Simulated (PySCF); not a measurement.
Ni²⁺: ionisation energy

Ni²⁺ [Ar] 3d8 (3F) → Ni³⁺ [Ar] 3d7 (4F), as a difference of total energies. Calculation: PySCF 2.14, in aug-cc-pVDZ-DK (7s6p4d2f, 59 functions); the spin-free X2C one-electron Hamiltonian (Gaussian nucleus). Correlated levels: valence: [Ar] frozen. The calculations carry no spin-orbit coupling.

| method | ionisation energy (eV) |
| --- | --- |
| UHF | 32.871 |
| LDA | 36.296 |
| PBE | 35.877 |
| PBE0 | 35.446 |
| r2SCAN | 35.603 |
| MN15 | 35.958 |
| r2SCAN0 | 35.285 |
| revPBE | 35.757 |
| BHandHLYP | 35.013 |
| MP2 (valence) | 35.024 |
| SCS-MP2 (valence) | 34.905 |

Problem. How much does correlation contribute at MP2 (valence)?

Solution. 35.024 − (32.871) = 2.153 eV, measured against UHF.

A first-order spin-orbit estimate (lowest level to lowest level, LS coupling) adds -0.015 eV.

Errors of the correlated levels include the incompleteness of this basis and the frozen core.

For comparison: 35.187 ± 0.019 eV (measured; NIST Atomic Spectra Database, ionization energies).
